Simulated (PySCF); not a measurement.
Ne²⁺ (neon, charge +2) across methods

[He] 2s1 2p4 3s1, high-spin 5P determinant (an excited configuration). Calculation: PySCF 2.14, in aug-cc-pCVTZ-DK with one added diffuse shell each of s, p, d, f type (8s7p5d3f, 75 functions); the spin-free X2C one-electron Hamiltonian (Gaussian nucleus).

| method | E (hartree) | mean ε 2p α (eV) | mean ε 2p β (eV) | mean ε 3s α (eV) | Σ⟨r²⟩ (bohr²) | ⟨S²⟩ |
| --- | --- | --- | --- | --- | --- | --- |
| wB97X-V | -124.5131 | -76.939 | -68.954 | -24.270 | 11.18 | 6.001 |
| PBE | -124.4683 | -71.070 | -63.482 | -21.375 | 11.09 | 6.001 |
| HSE06 | -124.4831 | -74.462 | -65.777 | -21.905 | 11.09 | 6.001 |
| r2SCAN | -124.5357 | -72.684 | -64.301 | -21.497 | 11.19 | 6.001 |
| LDA | -123.7978 | -71.049 | -63.028 | -21.488 | 11.07 | 6.001 |
| r2SCANh | -124.5321 | -74.045 | -65.277 | -21.828 | 11.19 | 6.001 |
| TPSS | -124.5730 | -71.473 | -64.072 | -21.323 | 11.14 | 6.001 |
| UHF | -124.29170 | -85.762 | -72.574 | -24.529 | 11.25 | 6.001 |
| PBE0 | -124.4718 | -74.926 | -66.158 | -22.258 | 11.12 | 6.001 |

The outer electron is Rydberg-like, and this basis confines it to a smaller radius and binds it less than a complete one would.
